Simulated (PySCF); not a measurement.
**Dipole response of Re⁺ (rhenium, charge +1)**

[Xe] 4f14 5d5 6s1, high-spin 7S determinant. Computed with PySCF 2.14 in aug-cc-pVTZ-PP with ECP60MDF (6s6p5d3f2g, 88 functions), with scalar relativity through the core potential. Coupled (time-dependent) response in atomic units; α is the mean over directions.

| method | mean α (bohr³) | C₆ (like pair) | S(−4) |
| --- | --- | --- | --- |
| wB97X-V | 34.11 | 289.4 | 487.9 |
| revPBE | 30.34 | 256.4 | 346.6 |

S(−4) is the Cauchy moment in α(ω) = α(0) + S(−4) ω² + …

α(iu) at wB97X-V:

| u (hartree) | α(iu) (bohr³) |
| --- | --- |
| 0 | 34.11 |
| 0.0500 | 32.95 |
| 0.100 | 30.00 |
| 0.200 | 22.86 |
| 0.300 | 17.30 |
| 0.500 | 11.05 |
| 0.750 | 7.359 |
| 1.00 | 5.374 |
| 1.50 | 3.295 |
| 2.00 | 2.238 |
| 3.00 | 1.219 |
| 5.00 | 0.5145 |

A single London oscillator, α(iu) = α/(1 + u²/ω²), gives C₆ = (3/4) ω α². Matching the computed C₆ needs ω = 4 × 289.4 / (3 × 34.11²) = 0.332 hartree.

For an ion, C₆ is the dispersion term alone; charge-induced terms of lower order in 1/R come first.

Energies and moments cover only the electrons outside the core potential. Spin-orbit coupling, which splits the p, d and f shells strongly at this Z, is absent.
